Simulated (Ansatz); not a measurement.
`OCO[SiH3]` → C• + 6 H• + 2 O• + Si•  (atomization)

Gas-phase electronic energies from Ansatz, PBE0-D4/def2-TZVP geometries. CCSD(T)/CBS is the MP2 limit (def2-TZVPP, def2-QZVPP) plus CCSD(T) − MP2 in def2-TZVPP, frozen cores. This one scheme is used for every species, atoms too. Functionals use def2-TZVPP. B3LYP here is the variant with VWN-RPA as its local correlation; programs differ in this. Open shells (•) are unrestricted, without spin–orbit coupling. Spin–orbit coupling would lower the free atoms: a little for C, O, Si. Each species was taken in one conformer, which may not be the lowest.

`OCO[SiH3]`:

```xyz
10

O     0.180    1.481    1.761
C    -0.109    0.995    0.501
O     0.218   -0.369    0.422
Si   -0.100   -1.324   -0.880
H     1.125    1.382    1.913
H     0.442    1.540   -0.281
H    -1.185    1.143    0.358
H     0.392   -2.676   -0.535
H    -1.561   -1.356   -1.166
H     0.599   -0.816   -2.094
```

Q: What is ΔE at CCSD(T)/CBS? (An estimate is asked.)

A: Ansatz gave: +850.7 kcal/mol.

Q: What do these levels give: PBE-D4, PBE0-D4, B3LYP-D4, BHLYP-D4, PBE0, SCS-MP2/def2-TZVPP? (An estimate is asked.)

A: Ansatz gave: PBE-D4 856.7, PBE0-D4 840.3, B3LYP-D4 846.2, BHLYP-D4 820.2, PBE0 837.3, SCS-MP2/def2-TZVPP 838.8 kcal/mol.

Largest T1 diagnostic among the species: 0.012.

In def2-TZVPP, CCSD(T) changes the Hartree–Fock value by +219.8 kcal/mol (the triples alone add +11.3 kcal/mol) and MP2 by +232.0 kcal/mol; breaking electron pairs costs correlation energy, which Hartree–Fock lacks. The D4 term adds +5.8 kcal/mol with B3LYP and +3.0 kcal/mol with PBE0; it sums over pairs of atoms, weighted by their polarisabilities, and B3LYP, whose exchange is more repulsive, gets the larger term. From PBE to PBE0 (25 % exact exchange), in def2-TZVPP and without D4, ΔE moves by −15.8 kcal/mol: exact exchange takes away binding that semilocal exchange gives to molecules.

For atomizations the MP2-based limit and the directly extrapolated one differ by several kJ/mol either way, and by 10 to 25 for some Ge, Se and Sn compounds, so smaller differences from it don't rank the levels.
